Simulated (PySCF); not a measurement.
SMILES s1c(-c2ccccc2C=C)ccc1, GFN2-xTB optimised geometry.

```
23

C      0.50     2.86    -1.62
C      0.26     1.57    -1.48
C     -0.78     1.00    -0.63
C     -2.01     1.66    -0.50
C     -3.05     1.11     0.23
C     -2.88    -0.12     0.84
C     -1.67    -0.78     0.74
C     -0.61    -0.23     0.03
C      0.66    -0.93     0.00
C      1.93    -0.43     0.01
C      2.93    -1.42     0.01
C      2.42    -2.68     0.00
S      0.70    -2.68     0.00
H      1.27     3.22    -2.29
H     -0.04     3.61    -1.07
H      0.85     0.85    -2.03
H     -2.15     2.59    -1.02
H     -3.99     1.64     0.31
H     -3.69    -0.56     1.41
H     -1.53    -1.73     1.23
H      2.14     0.63     0.05
H      3.99    -1.20     0.02
H      2.95    -3.61    -0.01
```

Density from B3LYP/def2-SVP (PySCF) at that geometry.

Minimum of the electron density along straight lines between bonded atoms, close to the bond critical point (lines longer than 1.1 times the sum of covalent radii, or with two minima, are not listed):

| bond | length / Å | ρ at the minimum / e bohr⁻³ | ∇²ρ there / e bohr⁻⁵ | position (fraction from the first atom) |
|---|---|---|---|---|
| C1–C2 | 1.326 | 0.345 | -0.93 | 0.50 |
| C2–C3 | 1.462 | 0.275 | -0.68 | 0.50 |
| C3–C4 | 1.393 | 0.309 | -0.79 | 0.50 |
| C4–C5 | 1.381 | 0.316 | -0.82 | 0.50 |
| C5–C6 | 1.386 | 0.314 | -0.81 | 0.50 |
| C6–C7 | 1.380 | 0.317 | -0.83 | 0.50 |
| C3–C8 | 1.407 | 0.301 | -0.75 | 0.50 |
| C7–C8 | 1.395 | 0.309 | -0.78 | 0.50 |
| C8–C9 | 1.452 | 0.278 | -0.68 | 0.49 |
| C9–C10 | 1.368 | 0.321 | -0.81 | 0.51 |
| C10–C11 | 1.410 | 0.299 | -0.75 | 0.50 |
| C11–C12 | 1.357 | 0.326 | -0.84 | 0.49 |
| C9–S13 | 1.742 | 0.209 | -0.43 | 0.47 |
| C12–S13 | 1.717 | 0.218 | [?] | 0.47 |
| C1–H14 | 1.077 | 0.284 | -1.09 | 0.63 |
| C1–H15 | 1.078 | 0.283 | -1.08 | 0.63 |
| C2–H16 | 1.083 | 0.284 | -1.08 | 0.64 |
| C4–H17 | 1.080 | 0.285 | -1.09 | 0.63 |
| C5–H18 | 1.080 | 0.284 | -1.08 | 0.63 |
| C6–H19 | 1.080 | 0.284 | -1.08 | 0.63 |
| C7–H20 | 1.081 | 0.284 | -1.08 | 0.63 |
| C10–H21 | 1.075 | 0.286 | -1.11 | 0.64 |
| C11–H22 | 1.076 | 0.285 | -1.09 | 0.63 |
| C12–H23 | 1.072 | 0.286 | -1.12 | 0.64 |

Q: Complete the blanks.

A: 
- C12–S13, ∇²ρ there / e bohr⁻⁵: -0.48
